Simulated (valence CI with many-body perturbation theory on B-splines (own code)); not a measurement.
Values are calculated unless marked as measured or tabulated.
**Run record, Cd³³⁺**

Method: configuration interaction combined with many-body perturbation theory (CI+MBPT): five valence electrons over a frozen Dirac-Fock core [Ne], a basis of 9 s, 9 p, 8 d, 6 f, 3 g, 1 h functions for each j, with the one-electron correlation potential Σ1 (screened to all orders), the two-electron term Σ2, the three-electron term Σ3, Breit, model QED; selected single and double excitations, second order for the rest (own B-spline code, finite nucleus).

Command, and the settings that its task file holds:

```sh
python run_cv.py task.json out
```

```
atom Cd  Z=48  mass_number=114  rms_radius_fm=4.6087
core [Ne]
valence 3s2 3p3
avg = 1
basis = M
breit = 1
cap = 40000
capref = 1200
cscale = 1
de = 0.0
dress = 0
eps = 2e-08
h = 0.27
hh = 1
l2 = 3
lcore = 6
maxit = 60
n2 = 5
natural = 1
nlev = 45
nno = [5, 5, 5, 4, 2, 1]
nroot = 26
nsp = [4, 4, 3, 2, 1, 0]
pt2 = 1
qed = 1
rpa = 1
s1 = 1
s2 = 1
s3 = 1
screen = 1
tol = 2e-05
```

**Question.** Roughly how long does this run take on one core of Arm Neoverse V2, and how much memory?

**Answer.** 3.1 min on 1 thread of Arm Neoverse V2, with other jobs on the host, peak memory 1.3 GiB.

Log. The first blocks belong to the next ion, which gives the ionisation energy. Fields: 2J, parity (1 odd), roots, reference size, generating configurations, candidates as configurations/state functions, variational space P, stored matrix elements, Davidson steps; e2 is the range of second-order energies in hartree. The first line gives the box (bohr), its intervals, the orbitals and the steps of their self-consistent field. Window is the range of levels sought, series limit the energy at which the first omitted orbital would enter, core excitation an estimate of the first excitation out of the core, left out the lowest levels not solved, and shifts from estimates the range by which levels moved from their first estimate, all in cm⁻¹.

```
rmax 3.4 intervals 58 orbitals 63 references ['3s2 3p3', '3s 3p4', '3s2 3p2 3d', '3p5', '3s 3p3 3d'] scf 4 t 0.7
2J=0 par=0 roots 2 ref 24 generators 8 cand 9760/16091 P 2504/3622 nnz 1.3e+06 it 5
2J=0 par=0 roots 2 ref 24 generators 12 cand 9735/16715 P 3750/5653 nnz 2.4e+06 it 5
   second order: generators 18 cand 14492/27064 e2 -0.00003 -0.00003
reference levels 772, estimated 131, window 2114952 1/cm; series limit 12945972, core excitation 25857061
2J=3 par=1 roots 7 ref 110 generators 22 cand 27720/270605 P 1867/7997 nnz 6e+06 it 8
2J=3 par=1 roots 7 ref 110 generators 30 cand 26464/265215 P 6873/39999 nnz 9.6e+07 it 9
   second order: generators 38 cand 36629/520157 e2 -0.00245 -0.00025
2J=5 par=1 roots 4 ref 114 generators 15 cand 26469/311071 P 1624/8000 nnz 6.4e+06 it 9
2J=5 par=1 roots 4 ref 114 generators 23 cand 27068/328668 P 6042/39999 nnz 1e+08 it 9
   second order: generators 34 cand 39541/656099 e2 -0.00271 -0.00060
2J=1 par=1 roots 3 ref 67 generators 15 cand 23146/126827 P 2373/7998 nnz 5.8e+06 it 8
2J=1 par=1 roots 3 ref 67 generators 24 cand 24263/145591 P 9579/39999 nnz 8.3e+07 it 10
   second order: generators 31 cand 30360/249941 e2 -0.00034 -0.00008
2J=5 par=0 roots 10 ref 74 generators 21 cand 28184/339323 P 1730/7997 nnz 6.3e+06 it 9
2J=5 par=0 roots 10 ref 74 generators 29 cand 30500/427423 P 6034/39997 nnz 1e+08 it 9
   second order: generators 47 cand 46162/831120 e2 -0.00218 -0.00118
2J=3 par=0 roots 11 ref 71 generators 22 cand 27704/265298 P 1824/7991 nnz 6e+06 it 9
2J=3 par=0 roots 11 ref 71 generators 29 cand 30779/341389 P 6695/39997 nnz 1e+08 it 9
   second order: generators 47 cand 47969/733658 e2 -0.00172 -0.00082
2J=1 par=0 roots 8 ref 44 generators 21 cand 24135/143800 P 2535/7995 nnz 5.3e+06 it 8
2J=1 par=0 roots 8 ref 44 generators 24 cand 23467/144538 P 9407/39994 nnz 8.8e+07 it 9
   second order: generators 39 cand 34508/283785 e2 -0.00031 -0.00015
2J=7 par=0 roots 5 ref 54 generators 15 cand 25742/321603 P 1624/7998 nnz 6.6e+06 it 5
2J=7 par=0 roots 5 ref 54 generators 23 cand 26539/338206 P 5275/39985 nnz 1.2e+08 it 7
   second order: generators 38 cand 42189/818017 e2 -0.00122 -0.00090
2J=9 par=0 roots 2 ref 34 generators 9 cand 20060/240028 P 1507/7995 nnz 8.1e+06 it 5
2J=9 par=0 roots 2 ref 34 generators 17 cand 25085/295555 P 5064/36209 nnz 1.3e+08 it 6
   second order: generators 23 cand 28341/449097 e2 -0.00035 -0.00034
2J=7 par=1 roots 2 ref 93 generators 10 cand 23210/271395 P 1626/7999 nnz 6.8e+06 it 10
2J=7 par=1 roots 2 ref 93 generators 22 cand 26439/332727 P 5519/39980 nnz 1.1e+08 it 11
   second order: generators 26 cand 32783/502355 e2 -0.00175 -0.00108
2J=9 par=1 roots 2 ref 57 generators 10 cand 22637/267015 P 1648/7989 nnz 7.2e+06 it 5
2J=9 par=1 roots 2 ref 57 generators 18 cand 24855/295403 P 5413/38738 nnz 1.1e+08 it 6
   second order: generators 24 cand 32063/530046 e2 -0.00233 -0.00070
left out: unestimated 3071561, estimated 2320885, shifts from estimates -22 to 144
operators 0.6
```

The Davidson iterations converged.

No measured spectrum was set against this ion. As an estimate, large intervals hold to a few tenths of a per cent, small ones and those within an open d or f shell to about a per cent. Among the levels kept, up to 600 cm⁻¹ of a level comes from second order outside the variational space, and about a tenth of that is noise between levels of different J, which matters for small intervals.

```yaml
Valence_energy: -421.308 hartree
Ionisation_energy: "2075.1 eV (NIST: 2091 ± 8 eV (semi-empirical))"
Reference_configurations_for_the_orbitals: 3s2 3p3, 3s 3p4, 3s2 3p2 3d, 3p5, 3s 3p3 3d
Radial_orbitals: 63
Box_radius: 3.371 bohr
Largest_variational_space: 39999
Lowest_levels: (3s^2 3p1/2^2 3p3/2) J=3/2 0.00, (3s^2 3p1/2 3p3/2^2) J=3/2 38.80, (3s^2 3p1/2 3p3/2^2) J=5/2 45.71, (3s^2 3p1/2 3p3/2^2) J=1/2 54.27, (3s^2 3p3/2^3) J=3/2 93.72, (3s 3p1/2^2 3p3/2^2) J=5/2 124.50, (3s^2 3p1/2^2 3d3/2) J=3/2 127.92, (3s 3p1/2^2 3p3/2^2) J=1/2 143.95, (3s 3p1/2^2 3p3/2^2) J=3/2 146.51, (3s^2 3p1/2^2 3d5/2) J=5/2 148.30, (3s 3p1/2 3p3/2^3) J=3/2 166.76, (3s^2 3p1/2 3p3/2 3d3/2) J=5/2 [a] 167.89, (3s^2 3p1/2 3p3/2 3d3/2) J=3/2 [a] 168.20, (3s^2 3p1/2 3p3/2 3d3/2) J=1/2 [a] 168.74 eV
```

Levels are named by their leading jj configuration (3d3/2^4 stands for four electrons in 3d with j = 3/2), which in mixed levels can hold well under half, so a name can repeat and another be missing. Letters in brackets count levels of one name in rising energy.
